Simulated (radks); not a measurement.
Tc11+, configuration [Ar] 3d10 4s2 4p2. Method: non-relativistic Kohn-Sham, LB94 model potential, spin-polarised, spherical densities, point nucleus; open shells are filled with parallel spins first (spin-orbit coupling, left out, can overturn this in heavy ions); relativity is left out, which matters for an element this heavy; computed with a radial shooting solver on a logarithmic mesh with Libxc functionals.

Unscreened Slater integrals over Kohn-Sham orbitals (hartree). They are taken over the spin-up orbitals.

integral,value
"F0(4p,4p)",0.88236
"F2(4p,4p)",0.46778
"F0(4p,4s)",0.89972
"G1(4p,4s)",0.61714
"F0(4p,3d)",1.1290
"F2(4p,3d)",0.29219
"G1(4p,3d)",0.097251
"G3(4p,3d)",0.095196
"F0(4p,3p)",1.1183
"F2(4p,3p)",0.30648
"G0(4p,3p)",0.080935
"G2(4p,3p)",0.097724
"F0(4s,4s)",0.91856
"F0(4s,3d)",1.1635
"G2(4s,3d)",0.10194
"F0(4s,3p)",1.1526
"G1(4s,3p)",0.10303
"F0(3d,3d)",2.3192
"F2(3d,3d)",1.1492
"F4(3d,3d)",0.73160
"F0(3d,3p)",2.2140
"F2(3d,3p)",1.0697
"G1(3d,3p)",1.2349
"G3(3d,3p)",0.78957
"F0(3p,3p)",2.1515
"F2(3p,3p)",1.0876

Derived for the open shells (J is the average intra-shell exchange parameter used in DFT+U). 4p: J = F2/5 = 0.09356 hartree.
